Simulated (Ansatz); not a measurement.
Relaxation of Mn₂Cu₃⁻ with UKS PBE0-D4/def2-SVPD.

```sh
$ ansatz run in.yaml --threads 4 --pin off --events-out ev --progress --plain --max-ram 4787MiB
```

```yaml
crystal:
  periodic: [false, false, false]
  atoms:
    - {symbol: Cu, position_ang: [0.639740, 1.581490, -0.987550]}
    - {symbol: Cu, position_ang: [0.338760, -1.813290, -0.708480]}
    - {symbol: Cu, position_ang: [-0.978240, 0.237300, 1.697490]}
    - {symbol: Mn, position_ang: [-1.218940, 0.047300, -0.711520]}
    - {symbol: Mn, position_ang: [1.218680, -0.052800, 0.710060]}
basis:
  gaussian: {orbitals: def2-SVPD}
total_charge: -1
magnetization: {spin_polarized: true, initial_magnetization: 8}
hamiltonian: {xc: pbe0, dispersion: d4}
scf: {lower_state_search: "off"}
output: {orbitals: {seedname: orbitals}}
relax: {f_tol: 0.02, max_steps: 100}
```

It took 2.2 min on 4 threads of Arm Neoverse V1 on a shared host, peak host memory 1.3 GiB.

Positions (Å) and forces (eV/Å) at steps 1, 2, 3, 4, 5, 6, 7, 8 of 8:

```xyz
5
step=1 energy=-196505.7171 eV
Cu    0.640    1.581   -0.988   -0.037    0.285    0.085
Cu    0.339   -1.813   -0.708    0.103   -0.470   -0.212
Cu   -0.978    0.237    1.697   -0.074    0.294    0.139
Mn   -1.219    0.047   -0.712   -0.597   -0.031   -0.354
Mn    1.219   -0.053    0.710    0.606   -0.079    0.341
5
step=2 energy=-196505.8883 eV
Cu    0.577    1.600   -0.879   -0.178    0.142    0.317
Cu    0.354   -1.854   -0.737    0.049   -0.184   -0.099
Cu   -0.943    0.355    1.645    0.082    0.388   -0.120
Mn   -1.277    0.002   -0.762   -0.167   -0.165   -0.158
Mn    1.289   -0.103    0.733    0.214   -0.180    0.059
5
step=3 energy=-196506.1128 eV
Cu    0.487    1.636   -0.721   -0.331   -0.108    0.562
Cu    0.374   -1.920   -0.777   -0.009    0.103    0.022
Cu   -0.893    0.529    1.570    0.288    0.402   -0.469
Mn   -1.341   -0.067   -0.827    0.309   -0.211    0.108
Mn    1.373   -0.178    0.755   -0.257   -0.187   -0.223
5
step=4 energy=-196506.3439 eV
Cu    0.394    1.680   -0.559   -0.336   -0.182    0.566
Cu    0.394   -1.994   -0.816   -0.020    0.142    0.044
Cu   -0.842    0.703    1.494    0.321    0.337   -0.528
Mn   -1.357   -0.138   -0.866    0.598   -0.173    0.298
Mn    1.411   -0.251    0.747   -0.563   -0.124   -0.379
5
step=5 energy=-196506.6233 eV
Cu    0.307    1.748   -0.404    0.036    0.179   -0.049
Cu    0.418   -2.095   -0.864    0.021   -0.090   -0.042
Cu   -0.798    0.882    1.431   -0.076    0.081    0.135
Mn   -1.262   -0.214   -0.838    0.420   -0.102    0.217
Mn    1.334   -0.321    0.675   -0.401   -0.068   -0.262
5
step=6 energy=-196506.6683 eV
Cu    0.282    1.876   -0.353    0.052   -0.022   -0.091
Cu    0.454   -2.260   -0.939   -0.024    0.068    0.047
Cu   -0.820    1.018    1.478   -0.027   -0.119    0.038
Mn   -1.098   -0.270   -0.757   -0.450    0.055   -0.259
Mn    1.181   -0.363    0.570    0.449    0.018    0.265
5
step=7 energy=-196506.7098 eV
Cu    0.293    1.847   -0.372   -0.018   -0.002    0.031
Cu    0.432   -2.211   -0.897   -0.004    0.000    0.007
Cu   -0.816    0.951    1.467    0.016    0.012   -0.026
Mn   -1.148   -0.244   -0.795   -0.025   -0.004   -0.022
Mn    1.240   -0.342    0.597    0.031   -0.006    0.011
5
step=8 energy=-196506.7103 eV
Cu    0.285    1.859   -0.358    0.011    0.011   -0.018
Cu    0.418   -2.220   -0.874    0.002   -0.010   -0.005
Cu   -0.813    0.937    1.462   -0.005   -0.015    0.008
Mn   -1.144   -0.239   -0.814    0.002    0.006    0.011
Mn    1.254   -0.337    0.584   -0.010    0.007    0.004
```

The charge -1 multiplicity 9 is spin-contaminated (final ⟨S²⟩ up to 21.57, 20.00 for a pure state). The highest occupied level of the charge -1 multiplicity 9 lies above zero (up to 0.20 eV). The electron is either unbound and held by the finite basis, or the level is raised by self-interaction error. Another isomer (multiplicity 9) lies 0.05 eV lower at PBE0-D4/def2-TZVPD; other spin states weren't run for this one.
